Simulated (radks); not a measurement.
Valence configurations of neutral aluminium (all share [Ne]). Calculated with a radial shooting solver on a logarithmic mesh with Libxc functionals: scalar-relativistic Kohn-Sham, PBE, spin-polarised, spherical densities, finite nucleus; open shells are filled with parallel spins first; Fermi nuclear charge, rms radius 3.061 fm. Energies are relative to 3s2 3p1; eigenvalues in eV for spin up.

valence,E (eV),moment (Bohr magnetons),e(3p),e(3s)
3s2 3p1,0.000,1,-3.010,-8.046
3s1 3p2,3.515,3,-3.907,-9.260
3s1.5 3p1.5,1.944,2,-3.516,-8.708
3p3,8.917,3,-4.464,-
3s0.5 3p2.5,6.204,3,-4.194,-9.597

NIST lists [Ne] 3s2 3p1 as the ground configuration; this level of theory agrees among the configurations tried. The energies are those of spherical high-spin densities, not of single terms.
